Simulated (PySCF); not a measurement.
## Telling isomers of C5H6O2 apart by NMR

- NMR shieldings at PBE0/pcSseg-1/GIAO
- geometry: GFN2-xTB
- code: PySCF 2.14.0 with density-fitted response routines
- isolated molecule, a single conformation, non-relativistic Hamiltonian, fast rotation and ring inversion assumed for equivalent nuclei

Scale: ¹H (31.72 ppm) and ¹³C (186.93 ppm) vs TMS (reference shieldings calculated alike). Where no couplings were computed, multiplicities follow the n + 1 count of equivalent neighbours, and m marks all less simple cases (inequivalent or close neighbours, rings, F or P nearby). Acid and N–H amide carbonyl carbons lie up to 10 ppm further downfield in solution (hydrogen bonding). Shifts are as computed. Against solution values, carbons near 30 ppm lie about +3 ppm off and those near 130 ppm about +5 ppm. Of 1211 compounds with measured shifts, 218 miss one by over three times the rms of a fit or turn the order of signals round; such compounds aren't used in these exercises. OH and NH positions are gas-phase values without hydrogen bonding to other molecules.

(1) Tabulate the signals of `O=C(O)C1=CCC1`, `C=CC(=C)OC=O` and their relative energies.

(2) What is the quickest way to tell O=C(O)C1=CCC1 from C=CC(=C)OC=O?

Results:

(1) 
| SMILES | carbon types | δC | δH | E rel. (kcal/mol) |
| --- | --- | --- | --- | --- |
| O=C(O)C1=CCC1 | 2×C 1×CH 2×CH2 | 165.8, 162.2, 145.2, 32.0, 29.0 | 7.37 (t, 1H), 5.98 (br s, 1H), 2.82 (m, 2H), 2.52 (m, 2H) | 0.0 |
| C=CC(=C)OC=O | 1×C 2×CH 2×CH2 | 162.7, 157.9, 140.3, 122.5, 114.4 | 8.33 (s, 1H), 6.36 (m, 1H), 6.05 (br s, 1H), 6.05 (m, 1H), 5.55 (m, 1H), 5.47 (br s, 1H) | 10.7 |

Energies are electronic energies at PBE0/pcSseg-1 on these geometries, without zero-point or thermal terms, each for the one conformer computed, which needn't be the lowest.

(2) Both give the same number of carbon signals, but DEPT or the intensities differ. The first has an allylic sp3 CH2 at 32.0 ppm, the second a terminal =CH2 carbon at 122.5 ppm. Their most deshielded carbons lie at 165.8 and 162.7 ppm. In the proton spectra the most deshielded non-exchanging signals are 7.37 (t, 1H) and 8.33 (s, 1H).
